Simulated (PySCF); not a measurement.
Positional isomers: cyclohexane cyano+boryl. All species are isolated molecules in the gas phase. One relaxed conformer stands for each flexible species; it need not be the lowest. Strings in code marks are SMILES.

These are PBE-D3(BJ)/def2-TZVP // PBE0-D3(BJ)/def2-SVP (PySCF 2.14.0) values and carry that method's errors. All candidates: neutral, multiplicity 1. Excitations are Tamm–Dancoff values on a coarser integration grid. The basis has no diffuse functions, so Rydberg states are missing or too high.

```json
{
 "HOMO": "-7.26 eV",
 "LUMO": "-2.65 eV",
 "T1 excitation (TDA)": "4.34 eV"
}
```

Task: Identify which member has these values.
A) `B[C@@H]1CCC[C@H](C#N)C1`
B) `B[C@@H]1CCC[C@@H](C#N)C1`
C) `BC1(C#N)CCCCC1`
D) `B[C@@H]1CCCC[C@@H]1C#N`

Result: D, `B[C@@H]1CCCC[C@@H]1C#N`. The others give `B[C@@H]1CCC[C@H](C#N)C1`: -7.11 eV, -1.90 eV, 4.84 eV; `BC1(C#N)CCCCC1`: -7.41 eV, -3.00 eV, 4.03 eV; `B[C@@H]1CCC[C@@H](C#N)C1`: -7.43 eV, -2.65 eV, 4.43 eV
